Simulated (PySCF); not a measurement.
Sn(H)(NH2)2(NMe2), SMILES C[N](C)[SnH]([NH2])[NH2] (C₂H₁₁N₃Sn) at its GFN2-xTB optimised geometry (Å):

```
17

Sn    -0.0988    -0.4174     0.0000
N     -0.5519     1.5730     0.0000
N      1.9251    -0.4174     0.0000
N     -0.5602    -1.3423    -1.7599
C     -1.9358    -1.7230    -1.9704
C     -0.0066    -0.7427    -2.9507
H     -0.8885    -1.3835     1.2051
H      0.1485     2.1312     0.4700
H     -1.4484     1.8131     0.4037
H      2.3131    -1.3197    -0.2458
H      2.3534    -0.1453     0.8750
H     -2.5629    -0.8887    -2.3067
H     -1.9667    -2.5013    -2.7363
H     -2.3534    -2.1312    -1.0520
H     -0.5831     0.1239    -3.2941
H      1.0181    -0.4322    -2.7622
H     -0.0046    -1.4896    -3.7480
```

Computed with PBE0/def2-SVP, def2 effective core potentials past Kr in PySCF 2.14.0. The core electrons that the potentials of Sn replace are not part of the density. Cells within 0.4 Å of a nucleus heavier than hydrogen are left out (blank, or x).

Map of the Laplacian of the electron density (e/bohr⁵), clipped to [-1.50, 1.50] on the plane z = 0.0 Å:

```
|555555555555555555555555555|
|555555555555555555555555555|
|555555555555555555555555555|
|555555555555555555555555555|
|555555555555555555555555555|
|555555555555555555555555555|
|555555555555555555555555555|
|555555555555445555555555555|
|55555555542xx45555555555555|
|55555555554xx55555555555555|
|555555555554455555555555555|
|555555555555555555555555555|
|555555555557998555555555555|
|555555555569009855215555555|
|555555555579xx0953xx4555555|
|555555555569xx9954xx5555555|
|555555555559999655523555555|
|555555555555665555544555555|
|555555555555555555555555555|
|555555555555555555555555555|
|555555555555555555555555555|
|555555555555555555555555555|
|555555555555555555555555555|
|555555555555555555555555555|
|555555555555555555555555555|
|555555555555555555555555555|
|555555555555555555555555555|
```
Scale: ten equal steps from -1.50 (start of '0') to 1.50 (end of '9'), in the order '0123456789'; x runs from -4.50 to 4.50, y from -4.50 (bottom) to 4.50 (top).
